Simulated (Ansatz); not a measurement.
A geometry relaxed with B3LYP-D3(BJ)/def2-SVP run with Ansatz (an electronic-structure program), charge 0, multiplicity 1:

```xyz
23

H     -3.0892    -2.4269     0.2925
H      0.6585    -0.0731     1.8626
C     -1.7924    -0.7240    -0.1944
H     -1.6262    -2.8592    -0.6238
C     -0.2240     2.5670     0.0383
H     -1.2695     2.4403     0.3639
C     -2.0192    -2.1979     0.1641
H      3.1658    -0.5252     1.7022
C      2.5670    -0.2591     0.8164
Si     0.0036    -0.2457    -0.4951
H     -2.3608    -0.4574    -1.1031
C      1.0870    -0.6168     1.0003
H      0.9780    -1.6893     1.2373
H      2.7038     0.8203     0.6398
H      1.2034     1.7113    -1.3735
Cl     0.7147    -1.4424    -2.0802
H     -1.5107    -2.4691     1.1035
H      0.4103     2.4674     0.9344
H     -0.1188     3.6031    -0.3216
H     -2.1791    -0.0667     0.6062
H      2.9949    -0.7893    -0.0489
H     -0.4597     1.6841    -1.9461
C      0.1626     1.5488    -1.0444
```

**Question.** Write the SMILES of this molecule.

**Answer.** `CC[Si](Cl)(CC)CC`
